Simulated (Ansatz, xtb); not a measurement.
## Ranking isomers of CH4FSn

3 gas-phase structures of CH4FSn, found in a search over its isomers (lower ones may exist). Each was relaxed with GFN2-xTB:

A. `F[CH2][SnH2]`, a doublet
B. `[CH3][SnH][F]`, a doublet
C. `[CH2][SnH2][F]`, a doublet

Problem. Estimate their order in r2SCAN-D4/def2-SVP energy at these geometries, lowest first.

Solution. Calculated order at r2SCAN-D4/def2-SVP: B (0.000), C (0.861), A (1.337) eV.

Energies above the lowest of each column, in eV; the last columns are at PBE0-D3(BJ)/def2-SVP geometries:

| structure | GFN2-xTB | HF/STO-3G | r2SCAN-D4/def2-SVP | PBE0-D3(BJ)/def2-SVP | CCSD(T)/def2-SVP + ΔMP2/def2-TZVPP |
| --- | --- | --- | --- | --- | --- |
| B | 0.000 | 1.231 | 0.000 | 0.000 | 0.000 |
| C | 2.557 | 0.000 | 0.861 | 1.393 | 1.309 |
| A | 1.505 | 0.743 | 1.337 | 1.606 | 1.806 |

CCSD(T)/def2-SVP + ΔMP2/def2-TZVPP puts B lowest; HF/STO-3G picks C. Flexible structures stand in one conformer each, not always the lowest. Open shells are spin-unrestricted. Atoms past krypton carry core potentials in the def2 sets, without spin–orbit terms. ΔMP2 is the change of the MP2 energy from the smaller to the larger basis.

Programs: Ansatz 0.2.0, xtb 6.7.1.
